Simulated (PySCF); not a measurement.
# A run with a changed setting

The sound run of Ce(SH)3 (singlet in the valence; each metal's 4f electrons, 1 of them, lie in its core potential, out of spins and levels) uses PySCF 2.14.0, RKS r2SCAN, Ce lcecp-1-SVP with ECP47, S def2-SVP, H def2-SVP; non-relativistic Hamiltonian with scalar-relativistic core potentials where named; density fitting; no spin-orbit coupling, grid (50, 194), threshold 1e-8 and 55 cycles at the relaxed geometry. This run, with dm0 from free metal ions and neutral atoms, differs:

```python
mol = gto.M(atom='''
Ce     0.00000     0.00000     0.56434
S      2.63363    -0.39732     0.99429
H      2.91325     0.91950     1.15272
S     -0.97273     2.47944     0.99429
H     -2.25294     2.06319     1.15272
S     -1.66090    -2.08213     0.99429
H     -0.66031    -2.98270     1.15272''',
    basis={'Ce': 'lcecp-1-SVP', 'S': 'def2-SVP', 'H': 'def2-SVP'},
    ecp={'Ce': 'lcecp-1-SVP'},
    charge=0, spin=0)
mf = dft.RKS(mol, xc='R2SCAN')
mf.grids.atom_grid = (15, 26)  # f atoms: unpruned
mf = mf.density_fit()  # fitting sets: Ce AutoAux, S def2-universal-JKFIT, H def2-universal-JKFIT
mf.conv_tol = 1e-08; mf.max_cycle = 55
mf.kernel(dm0)
mf.nuc_grad_method().kernel()
```

What was changed, and how did it end?

The integration grid was changed. It converged in 10 cycles, 9.508 eV from the sound run, largest force component 1.85 eV/Å. These settings are unsound on purpose: the numbers aren't the compound's.
```
init E= -1241.71466109528
cycle= 1 E= -1227.84350601779  delta_E= 13.9  |g|= 0.895  |ddm|= 3.35
cycle= 2 E= -1227.68402302095  delta_E= 0.159  |g|= 0.913  |ddm|= 2.27
cycle= 3 E= -1227.93135041673  delta_E= -0.247  |g|= 0.379  |ddm|= 1.91
cycle= 4 E= -1227.98771881688  delta_E= -0.0564  |g|= 0.0514  |ddm|= 0.644
cycle= 5 E= -1227.98883792722  delta_E= -0.00112  |g|= 0.0166  |ddm|= 0.13
...
cycle= 8 E= -1227.98895015082  delta_E= -1.28e-06  |g|= 0.000266  |ddm|= 0.00308
cycle= 9 E= -1227.98895017656  delta_E= -2.57e-08  |g|= 5.93e-05  |ddm|= 0.000454
cycle= 10 E= -1227.98895017783  delta_E= -1.26e-09  |g|= 1.66e-05  |ddm|= 0.000103
Extra cycle  E= -1227.98895017766  delta_E= 1.71e-10  |g|= 2.63e-05  |ddm|= 6.74e-05
converged SCF energy = -1227.98895017766
```

Run from Python with OMP_NUM_THREADS=2; the lines above give its settings. Where DIIS fails, smearing, a level shift and second-order steps follow.
It took 4.5 s on 2 threads of Intel(R) Xeon(R) Platinum 8375C CPU @ 2.90GHz (Ice Lake) (shared host).

No frequency check is given that shows the relaxed geometry to be a minimum. An lcecp potential fixes the number of 4f electrons, so in runs with it no electron can move into or out of that shell.
